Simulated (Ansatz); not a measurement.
`C[SiH](N)[AlH][Cl]` + CH₃NH₂ → `C[NH][AlH][Cl]` + `C[SiH2]N`  (cleavage of the Al–Si bond)

Program: Ansatz. Geometries: PBE0-D4/def2-TZVP. ΔE: electronic, gas phase. CCSD(T)/CBS is the MP2 limit (def2-TZVPP, def2-QZVPP) plus CCSD(T) − MP2 in def2-TZVPP, frozen cores. Functionals use def2-TZVPP. B3LYP here is the variant with VWN-RPA as its local correlation; programs differ in this. One conformer a species, not always the lowest.

`C[SiH](N)[AlH][Cl]`:

Z-matrix (Å, degrees):
```
C
Si 1 1.873
H 1 1.093 2 110.3
H 1 1.092 2 111.4 3 -120.5
H 1 1.094 2 110.6 3 119.2
N 2 1.733 1 108.7 3 179.0
Al 2 2.455 1 112.3 3 60.0
H 2 1.504 1 106.2 3 -57.9
H 6 1.008 2 119.5 1 -164.6
H 6 1.009 2 119.2 1 55.4
Cl 7 2.112 2 116.7 1 -37.0
H 7 1.587 2 128.1 1 143.2
```

CH₃NH₂:

Z-matrix (Å, degrees):
```
C
N 1 1.453
H 1 1.092 2 109.4
H 1 1.100 2 115.4 3 -121.6
H 1 1.092 2 109.4 3 116.8
H 2 1.012 1 110.6 3 62.6
H 2 1.012 1 110.6 3 -179.3
```

`C[NH][AlH][Cl]`:

Z-matrix (Å, degrees):
```
C
N 1 1.449
H 1 1.096 2 112.1
H 1 1.096 2 112.1 3 121.4
H 1 1.092 2 109.8 3 -119.3
Al 2 1.758 1 129.6 3 119.3
H 2 1.010 1 112.1 3 -60.7
Cl 6 2.100 2 117.6 1 0.0
H 6 1.571 2 121.4 1 -180.0
```

`C[SiH2]N`:

Cartesian coordinates in Å:
```
C 0.537 0.995 0.824
Si 0.227 -0.654 -0.005
N -1.029 -0.695 -1.180
H 1.351 0.913 1.550
H -0.353 1.343 1.356
H 0.814 1.759 0.093
H -0.128 -1.648 1.044
H 1.478 -1.074 -0.695
H -1.996 -0.664 -0.900
H -0.900 -0.276 -2.086
```

```
          level  ΔE (kcal/mol)
        PBE0-D4          -21.7
          B3LYP          -25.4
CCSD/def2-TZVPP          -25.6
  HF/def2-QZVPP          -27.6
```

**Question.** What does CCSD(T)/CBS give? (Estimate.)

**Answer.** Ansatz gave: -25.3 kcal/mol. The listed levels differ from it by 3.6, -0.1, -0.3, -2.3 kcal/mol.

Largest T1 diagnostic among the species: 0.010.

From PBE to PBE0 (25 % exact exchange), in def2-TZVPP and without D4, ΔE moves by −0.9 kcal/mol.
